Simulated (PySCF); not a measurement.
**AsO₂ + 2 H₂O → AsH₄ + 2 O₂**

Level: PBE0 in the def2-TZVP basis family, all electrons, no relativity, computed in PySCF with density fitting; open shells unrestricted.

```tsv
species	state and structure	E (Eh)	ZPE (kJ/mol)	H(298 K) − H(0) (kJ/mol)	S° (J/(mol K))
AsO₂	doublet, C2v, As–O 1.626 Å (×2); O–As–O 126.4°	-2385.89128	12.5	11.4	269.2
H₂O	singlet, C2v, O–H 0.960 Å (×2); H–O–H 105.1°	-76.37736	56.5	9.9	188.7
AsH₄	doublet, C2v, As–H 1.511 Å (×2), As–H 1.654 Å (×2); H–As–H 92.2° (×4), H–As–H 96.5°, H–As–H 173.2°	-2237.89559	69.1	11.0	239.7
O₂	triplet, D∞h, O–O 1.193 Å	-150.23561	10.3	8.7	204.9
```

Task: What is the electronic reaction energy?

Result: At PBE0/def2-TZVP, ΔE = 733.0 kJ/mol from the differences of the total energies times 2625.5, uphill. 

Task: Add zero-point, thermal and entropy terms for 298.15 K and 1 bar.

Result: ΔZPE = -35.8 and Δ[H(298) − H(0)] = -2.8 kJ/mol give ΔH° = 694.4 kJ/mol. ΔS° = 2.9 J/(mol K), so ΔG° = 694.4 − 298.15 × (0.0029) = 694 kJ/mol.

The structures come from searches over a few start shapes, so lower isomers are not excluded.
